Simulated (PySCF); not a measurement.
C$_{5}$H$_{5}$NSi, SMILES `N#CC1=C[SiH2]C=C1`, neutral singlet in the gas phase. 

Cartesian coordinates (Å):
```xyz
12

N      3.5764     0.1510    -0.2278
C      2.4216     0.0664    -0.1410
C      0.9922    -0.0176    -0.0413
C      0.3340    -1.1229     0.3981
Si    -1.5070    -0.7238     0.3395
C     -1.1820     1.0076    -0.3148
C      0.1535     1.1566    -0.4341
H      0.8647    -2.0249     0.7053
H     -2.1568    -0.7622     1.6801
H     -2.2662    -1.6017    -0.5953
H     -1.8781     1.8067    -0.5760
H      0.6476     2.0647    -0.7929
```
Charge 0, spin multiplicity 1.

All levels are single points at this geometry (B3LYP-D3(BJ)/def2-SVP); Pople sets use spherical d functions. Orbital energies aren't observables, and empty levels follow the basis.

| level | HOMO (eV) | LUMO (eV) | gap (eV) | dipole (D) | vertical IE, Delta-SCF (eV) |
|---|---|---|---|---|---|
| B3LYP-D3(BJ)/def2-TZVP in PySCF | -7.27 | -2.75 | 4.52 | 4.02 | 9.29 |
| PBE-D3(BJ)/def2-TZVP in PySCF | -6.51 | -3.44 | 3.07 | 3.90 | 9.24 |
| B3LYP/3-21G in PySCF | -6.96 | -2.25 | 4.71 | 3.71 | – |
| B3LYP/LANL2DZ in PySCF | -7.17 | -2.48 | 4.68 | 4.20 | – |
| BP86/6-31G* in PySCF | -6.28 | -3.21 | 3.08 | 3.75 | – |
| M06-2X/6-31G* in PySCF | -8.37 | -1.41 | 6.96 | 3.90 | – |
| PBE/6-31G* in PySCF | -6.19 | -3.11 | 3.08 | 3.72 | 9.02 |
| SVWN5/6-31G* in PySCF | -6.36 | -3.29 | 3.07 | 3.83 | 9.26 |
| HF/STO-3G in PySCF | -7.26 | 5.31 | 12.57 | 4.20 | – |
